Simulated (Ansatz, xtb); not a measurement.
## Relative energy of two isomers of CH7GeSi−

Structure a: `[CH3][GeH2][SiH2-]`, a singlet. Structure b: `[CH3][GeH-][SiH3]`, a singlet. Both are isolated ions in the gas phase, relaxed with PBE0-D3(BJ)/def2-SVPD; the shapes shown needn't be the lowest conformers.

a (Å):

| atom | x (Å) | y (Å) | z (Å) |
| --- | --- | --- | --- |
| C | 0.1059 | -1.0374 | 0.8704 |
| Ge | 1.2526 | 0.5215 | 0.3856 |
| Si | 0.3311 | 1.7919 | -1.4523 |
| H | 0.4911 | -1.5854 | 1.7441 |
| H | -0.9152 | -0.6921 | 1.0926 |
| H | 0.0459 | -1.7349 | 0.0208 |
| H | 2.6887 | -0.1239 | 0.3128 |
| H | 1.3438 | 1.3217 | 1.7356 |
| H | 0.8056 | 0.7490 | -2.4897 |
| H | 1.5903 | 2.6739 | -1.5939 |

b (Å):

```xyz
10

C     0.4865   -1.3228    0.8014
Ge    1.7788    0.2516    1.0915
Si    0.7029    1.7046   -0.5482
H    -0.4903   -1.0949    1.2594
H     0.3158   -1.5775   -0.2570
H     0.8851   -2.2175    1.3082
H     2.8532   -0.2151   -0.0131
H    -0.5877    2.3383   -0.0584
H     0.2729    1.1372   -1.8939
H     1.5225    2.9169   -0.9475
```

Task: Which of the two would you expect CCSD(T)/def2-SVPD + ΔMP2/def2-TZVPPD electronic energies to favour?

Result: Structure b; the calculation gives E(b) − E(a) = −16.0 kJ/mol.

The same difference at several levels:

| level | geometry | E(b) − E(a) (kJ/mol) | departure from the last row (kJ/mol) | job, with rough time for the two |
| --- | --- | --- | --- | --- |
| GFN2-xTB | GFN2-xTB | −89.1 | −73.1 | optimisation, 0.12 s |
| HF/STO-3G | GFN2-xTB | −81.1 | −65.1 | single point, 0.37 s |
| r2SCAN-D4/def2-SVPD | GFN2-xTB | −41.1 | −25.1 | single point, 5.5 s |
| PBE0-D3(BJ)/def2-SVPD | PBE0-D3(BJ)/def2-SVPD | −18.1 | −2.1 | optimisation, 79 s |
| HF/def2-SVPD | PBE0-D3(BJ)/def2-SVPD | −19.6 | −3.6 | part of the CCSD(T) run |
| MP2/def2-SVPD | PBE0-D3(BJ)/def2-SVPD | −18.5 | −2.5 | part of the CCSD(T) run |
| CCSD(T)/def2-SVPD | PBE0-D3(BJ)/def2-SVPD | −16.9 | −0.9 | single point |
| CCSD(T)/def2-SVPD + ΔMP2/def2-TZVPPD | PBE0-D3(BJ)/def2-SVPD | −16.0 |  | single point, 61 s |

As drawn, b has 1 Si–H in place of 1 Ge–H.

The levels shown agree on the order. The largest departure from CCSD(T)/def2-SVPD + ΔMP2/def2-TZVPPD is that of GFN2-xTB, 73.1 kJ/mol. The last row adds to CCSD(T) the change of the MP2 difference between the two basis sets, here +0.9 kJ/mol.

With harmonic frequencies from PBE0-D3(BJ)/def2-SVPD (ideal gas, rigid rotor, one conformer each, 400 K, 1 atm): on the last row, ΔE + ΔZPE = −15.0, ΔH = −15.0, ΔG = −15.3 kJ/mol.

The correlated steps freeze 15 core orbitals; the filled d shell of Ge is correlated, in a basis made for valence electrons. Codes used: Ansatz 0.2.0, xtb 6.7.1; the last row on 2 threads of Arm Neoverse V1 on a shared host.
